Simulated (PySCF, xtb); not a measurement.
ZrF3, SMILES [F][Zr+]([F])[F], charge +1, multiplicity 1.

Harmonic wavenumbers (cm⁻¹) from xtb with GFN2-xTB at its own minimum, in rising order: 113, 154, 154, 544, 586, 587.

What does PySCF 2.14.0 with B3LYP-D3(BJ)/def2-TZVP give at its own minimum? (The exact figures need the calculation; the answer reports its results.)

136, 179, 179, 750, 755, 755. Paired by order, the mean absolute difference is 103 cm⁻¹ and the zero-point energies are 3.1 and 3.9 kcal/mol.
